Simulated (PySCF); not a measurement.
thienothiophene (C6H4S2), singlet, at a GFN2-xTB geometry, with bond 9-1 at 1.6 times its length; HF/STO-3G (PySCF).

Input for PySCF:
```python
from pyscf import gto, scf

mol = gto.M(
    atom='''
C     2.22003131   -0.07797162    0.44942758
C     1.63481759    0.09787413   -0.76183178
C     0.22889463    0.09082685   -0.64938130
S    -1.09106418    0.25587010   -1.75177317
C    -2.22003131    0.07797162   -0.44942758
C    -1.63481759   -0.09787413    0.76183178
C    -0.22889463   -0.09082685    0.64938130
S     1.09106418   -0.25587010    1.75177317
H     3.89605809   -0.13964839    0.80851094
H     2.17150947    0.22543816   -1.68349378
H    -3.26754805    0.11651960   -0.67385468
H    -2.17150947   -0.22543816    1.68349378
''',
    basis='sto-3g',
    verbose=4,
)

mf = scf.RHF(mol)
mf.kernel()
mf.analyze()
```

Task: What does PySCF print? Leave out banner, timings and long lists.

Result: 
```
PySCF version 2.14.0

[INPUT] verbose = 4
[INPUT] num. atoms = 12
[INPUT] num. electrons = 72
[INPUT] charge = 0
[INPUT] spin (= nelec alpha-beta = 2S) = 0
[INPUT] symmetry False subgroup None
[INPUT] Mole.unit = angstrom
[INPUT] Symbol           X                Y                Z      unit          X                Y                Z       unit  Magmom
[INPUT]  1 C      2.220031310000  -0.077971620000   0.449427580000 AA    4.195251163859  -0.147345007289   0.849295039026 Bohr   0.0
[INPUT]  2 C      1.634817590000   0.097874130000  -0.761831780000 AA    3.089357508721   0.184955300380  -1.439653417190 Bohr   0.0
[INPUT]  3 C      0.228894630000   0.090826850000  -0.649381300000 AA    0.432548162084   0.171637871257  -1.227152807414 Bohr   0.0
[INPUT]  4 S     -1.091064180000   0.255870100000  -1.751773170000 AA   -2.061812484523   0.483524412465  -3.310371523661 Bohr   0.0
[INPUT]  5 C     -2.220031310000   0.077971620000  -0.449427580000 AA   -4.195251163859   0.147345007289  -0.849295039026 Bohr   0.0
[INPUT]  6 C     -1.634817590000  -0.097874130000   0.761831780000 AA   -3.089357508721  -0.184955300380   1.439653417190 Bohr   0.0
[INPUT]  7 C     -0.228894630000  -0.090826850000   0.649381300000 AA   -0.432548162084  -0.171637871257   1.227152807414 Bohr   0.0
[INPUT]  8 S      1.091064180000  -0.255870100000   1.751773170000 AA    2.061812484523  -0.483524412465   3.310371523661 Bohr   0.0
[INPUT]  9 H      3.896058090000  -0.139648390000   0.808510940000 AA    7.362482755496  -0.263897210836   1.527864245315 Bohr   0.0
[INPUT] 10 H      2.171509470000   0.225438160000  -1.683493780000 AA    4.103558175199   0.426016380426  -3.181342176609 Bohr   0.0
[INPUT] 11 H     -3.267548050000   0.116519600000  -0.673854680000 AA   -6.174770913357   0.220190132144  -1.273400792956 Bohr   0.0
[INPUT] 12 H     -2.171509470000  -0.225438160000   1.683493780000 AA   -4.103558175199  -0.426016380426   3.181342176609 Bohr   0.0

nuclear repulsion = 475.344792474645
number of shells = 32
number of NR pGTOs = 156
number of NR cGTOs = 52
basis = sto-3g
ecp = {}

******** <class 'pyscf.scf.hf.RHF'> ********
method = RHF
initial guess = minao
damping factor = 0
level_shift factor = 0
DIIS = <class 'pyscf.scf.diis.CDIIS'>
diis_start_cycle = 1
diis_space = 8
diis_damp = 0
SCF conv_tol = 1e-09
SCF conv_tol_grad = None
SCF max_cycles = 50
direct_scf = True
direct_scf_tol = 1e-13
Set gradient conv threshold to 3.16228e-05
Initial guess from minao.
init E= -1015.2276986235
  HOMO = -0.131878310881556  LUMO = 0.0783704591167975  gap/eV = 5.72116
cycle= 1 E= -1012.88177379349  delta_E= 2.35  |g|= 0.353  |ddm|= 5.26
  HOMO = -0.218737209078048  LUMO = 0.213930409953863  gap/eV = 11.77349
cycle= 2 E= -1012.93646086356  delta_E= -0.0547  |g|= 0.118  |ddm|= 0.705
  HOMO = -0.203469954487413  LUMO = 0.241641270729533  gap/eV = 12.11209
cycle= 3 E= -1012.94218157072  delta_E= -0.00572  |g|= 0.046  |ddm|= 0.243
  HOMO = -0.215519245127797  LUMO = 0.233256546996471  gap/eV = 12.21181
cycle= 4 E= -1012.94319978504  delta_E= -0.00102  |g|= 0.0131  |ddm|= 0.0922
  HOMO = -0.216241088984091  LUMO = 0.233494579116342  gap/eV = 12.23793
cycle= 5 E= -1012.94328113265  delta_E= -8.13e-05  |g|= 0.00452  |ddm|= 0.0215
  HOMO = -0.215859061186516  LUMO = 0.23446932962933  gap/eV = 12.25406
cycle= 6 E= -1012.94330844308  delta_E= -2.73e-05  |g|= 0.00124  |ddm|= 0.0187
  HOMO = -0.216066008795547  LUMO = 0.234416268032135  gap/eV = 12.25825
cycle= 7 E= -1012.94331012788  delta_E= -1.68e-06  |g|= 0.000356  |ddm|= 0.00499
  HOMO = -0.216106600483145  LUMO = 0.234404416249477  gap/eV = 12.25903
cycle= 8 E= -1012.94331022057  delta_E= -9.27e-08  |g|= 0.000107  |ddm|= 0.00105
  HOMO = -0.21610842529174  LUMO = 0.234409946595171  gap/eV = 12.25923
cycle= 9 E= -1012.94331023277  delta_E= -1.22e-08  |g|= 6.55e-05  |ddm|= 0.00037
  HOMO = -0.216104644295933  LUMO = 0.23441277414505  gap/eV = 12.25920
cycle= 10 E= -1012.94331023535  delta_E= -2.58e-09  |g|= 2.87e-05  |ddm|= 0.000129
  HOMO = -0.216104695811505  LUMO = 0.234413356789051  gap/eV = 12.25922
cycle= 11 E= -1012.94331023653  delta_E= -1.18e-09  |g|= 8.9e-06  |ddm|= 0.000142
  HOMO = -0.216103803076773  LUMO = 0.234413697596241  gap/eV = 12.25921
cycle= 12 E= -1012.9433102366  delta_E= -7.23e-11  |g|= 3.08e-06  |ddm|= 3.34e-05
  HOMO = -0.216104318059309  LUMO = 0.23441319055152  gap/eV = 12.25921
Extra cycle  E= -1012.94331023661  delta_E= -9.09e-12  |g|= 1.76e-06  |ddm|= 6.58e-06
converged SCF energy = -1012.94331023661
**** SCF Summaries ****
Total Energy =                       -1012.943310236609932
Nuclear Repulsion Energy =             475.344792474644919
One-electron Energy =                -2346.797896877173116
Two-electron Energy =                  858.509794165918265
Two-electron Coulomb Energy =          941.399989439605179
DFT Exchange-Correlation Energy =      -82.890195273686913
HOMO-LUMO gap [eV] =                    12.259205835577946
**** MO energy ****
MO #1   energy= -90.8166731973598  occ= 2
MO #2   energy= -90.8138551924013  occ= 2
MO #3   energy= -11.0302225077798  occ= 2
MO #4   energy= -11.0218486225734  occ= 2
MO #5   energy= -11.0189364614289  occ= 2
MO #6   energy= -11.017958427998   occ= 2
MO #7   energy= -11.0142438008285  occ= 2
MO #8   energy= -11.0111473236853  occ= 2
MO #9   energy= -8.71001538218171  occ= 2
MO #10  energy= -8.70719531851726  occ= 2
MO #11  energy= -6.34201375992917  occ= 2
MO #12  energy= -6.34040192415245  occ= 2
MO #13  energy= -6.33929404944543  occ= 2
MO #14  energy= -6.33779238289886  occ= 2
MO #15  energy= -6.33751953433999  occ= 2
MO #16  energy= -6.33509425266349  occ= 2
MO #17  energy= -1.13391593394049  occ= 2
MO #18  energy= -1.0445819701028   occ= 2
MO #19  energy= -0.946466241720161 occ= 2
MO #20  energy= -0.874634950297114 occ= 2
MO #21  energy= -0.865630519912561 occ= 2
MO #22  energy= -0.704395294995713 occ= 2
MO #23  energy= -0.67784406637716  occ= 2
MO #24  energy= -0.635431538149187 occ= 2
MO #25  energy= -0.597057586157649 occ= 2
MO #26  energy= -0.514346226101422 occ= 2
MO #27  energy= -0.497564619951047 occ= 2
MO #28  energy= -0.477179524563368 occ= 2
MO #29  energy= -0.443796996667293 occ= 2
MO #30  energy= -0.406802037274892 occ= 2
MO #31  energy= -0.389704164738416 occ= 2
MO #32  energy= -0.364617036785913 occ= 2
MO #33  energy= -0.357121738055336 occ= 2
MO #34  energy= -0.311386383615267 occ= 2
MO #35  energy= -0.23636071022003  occ= 2
MO #36  energy= -0.216104318059309 occ= 2
MO #37  energy= 0.23441319055152   occ= 0
MO #38  energy= 0.260916541295846  occ= 0
MO #39  energy= 0.357263184083291  occ= 0
MO #40  energy= 0.429335867152367  occ= 0
MO #41  energy= 0.430522836189658  occ= 0
MO #42  energy= 0.460436525565414  occ= 0
MO #43  energy= 0.491179750640374  occ= 0
MO #44  energy= 0.581340412766091  occ= 0
 ** Mulliken pop on meta-lowdin orthogonal AOs  **
 ** Mulliken pop  **
 ** Mulliken atomic charges  **
charge of    0C =     -0.09691
charge of    1C =     -0.09643
charge of    2C =     -0.13015
charge of    3S =      0.27055
charge of    4C =     -0.14558
charge of    5C =     -0.07187
charge of    6C =     -0.13856
charge of    7S =      0.26947
charge of    8H =      0.01195
charge of    9H =      0.04318
charge of   10H =      0.04306
charge of   11H =      0.04128
Dipole moment(X, Y, Z, Debye): -0.05142, -0.00322,  0.02496
```
